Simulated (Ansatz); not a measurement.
Species: GeS (charge 0, singlet). SMILES: [S]=[Ge]
Geometry from a B3LYP-D3(BJ)/def2-TZVP (Ansatz, a program for electronic structure) optimisation:
```
Ge
S 1 2.0285
```
Charge 0, spin multiplicity 1.

Wanted: vertical electron affinity (to the doublet state of charge -1; a negative value means that the extra electron is unbound and the number depends on the basis; each state is the SCF solution reached for its spin), in eV. Cores are frozen in the correlated levels unless marked. UHF or UKS for open shells. Spin-orbit coupling is left out. The frozen core is the preceding noble-gas configuration, with the filled d and f shells of earlier blocks. Non-relativistic. Anions need diffuse functions: def2-D sets add few. CBS(X,Y): correlation extrapolated as X^-3; Hartree-Fock from the larger set.

```json
[
 {"level": "PBE/def2-TZVPD", "program": "Ansatz", "vertical electron affinity (eV)": "0.43", "minus last row": "-0.06"},
 {"level": "r2SCAN/def2-TZVPD", "program": "Ansatz", "vertical electron affinity (eV)": "0.56", "minus last row": "0.07"},
 {"level": "B3LYP/def2-TZVPD", "program": "Ansatz", "vertical electron affinity (eV)": "0.49", "minus last row": "0.00"},
 {"level": "BHLYP/def2-TZVPD", "program": "Ansatz", "vertical electron affinity (eV)": "0.48", "minus last row": "-0.01"},
 {"level": "CAM-B3LYP/def2-TZVPD", "program": "Ansatz", "vertical electron affinity (eV)": "0.55", "minus last row": "0.06"},
 {"level": "CCSD/def2-SVPD", "program": "Ansatz", "vertical electron affinity (eV)": "0.22", "minus last row": "-0.27"},
 {"level": "CCSD/def2-QZVPPD", "program": "Ansatz", "vertical electron affinity (eV)": "0.47", "minus last row": "-0.02"},
 {"level": "CCSD/CBS(def2-TZVPPD,def2-QZVPPD)", "program": "Ansatz", "vertical electron affinity (eV)": "0.51", "minus last row": "0.02"},
 {"level": "CCSD(T)/def2-SVPD", "program": "Ansatz", "vertical electron affinity (eV)": "0.17", "minus last row": "-0.32"},
 {"level": "CCSD(T)/CBS(def2-TZVPPD,def2-QZVPPD)", "program": "Ansatz", "vertical electron affinity (eV)": "0.49", "minus last row": "0.00"}
]
```
